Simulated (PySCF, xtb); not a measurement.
GaH5O2Si, SMILES [OH][Ga]([OH])[SiH3].

xtb with GFN2-xTB at its own geometry gives an orbital gap of 4.51 eV and a dipole moment of 0.97 D.

Geometry: B3LYP-D3(BJ)/def2-SVP. The structure was generated by enumeration; whether it is a known compound was not checked. Other conformers were not sampled.

### Question
What does PySCF with PBE/def2-TZVP give? (Estimate from the structure and the level; the computed values follow.)

### Answer
gap 5.16 eV (levels -6.93 and -1.77 eV), dipole 1.04 D.
